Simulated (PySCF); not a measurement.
C3H5ClF2Si.
Numbering: `[F:1][CH2:2]/[C:3]([F:4])=[C:5](\[SiH3:6])[Cl:7]` (hydrogens: H8, H9 on C2; H10, H11, H12 on Si6)

Computed by this run: PBE0-D3(BJ)/def2-SVP geometry optimisation, gas phase (PySCF 2.14.0); density fitting, grid level 1; the optimiser is geomeTRIC in internal coordinates, started from a GFN2-xTB structure with every atom displaced at random (about 0.01 Å).

At the end of the run (lengths in Å): F1–C2 1.365, Si6–H10 1.490, Si6–H12 1.490, C2–H8 1.105, Si6–H11 1.490, C2–H9 1.104, C3–F4 1.329, C2–C3–F4 110.1°, F4–C3–C5 122.4°, F1–C2–C3 111.4°, C3–C5–Cl7 117.3°, F1–C2–C3–F4 -177°, C2–C3–C5–Si6 0°.

**Question.** These geometries were met on the way; a selection of coordinates is given. Order them by energy above the end point, lowest first.
A. F1–C2 1.364, Si6–H10 1.490, Si6–H12 1.490, C2–H8 1.105, Si6–H11 1.490, C2–H9 1.104, C3–F4 1.329, C2–C3–F4 110.0°, F4–C3–C5 122.5°, F1–C2–C3 111.4°, C3–C5–Cl7 117.4°, F1–C2–C3–F4 -176°, C2–C3–C5–Si6 1°
B. F1–C2 1.400, Si6–H10 1.458, Si6–H12 1.465, C2–H8 1.083, Si6–H11 1.471, C2–H9 1.116, C3–F4 1.322, C2–C3–F4 111.9°, F4–C3–C5 121.1°, F1–C2–C3 112.3°, C3–C5–Cl7 118.2°, F1–C2–C3–F4 -179°, C2–C3–C5–Si6 0°
C. F1–C2 1.363, Si6–H10 1.491, Si6–H12 1.490, C2–H8 1.109, Si6–H11 1.487, C2–H9 1.105, C3–F4 1.334, C2–C3–F4 109.3°, F4–C3–C5 122.6°, F1–C2–C3 112.0°, C3–C5–Cl7 117.1°, F1–C2–C3–F4 -173°, C2–C3–C5–Si6 4°

**Answer.** A (0.001 eV), C (0.013 eV), B (0.083 eV).

```csv
step,E above end (eV),"rms distance from the end, all atoms (Å)",largest force (eV/Å),rms shift of all bonds from the end (Å)
4,0.001,0.023,0.040,0.000
1,0.013,0.074,0.262,0.002
0,0.083,0.060,1.381,0.019
```

Rows stand in the order of the answer.
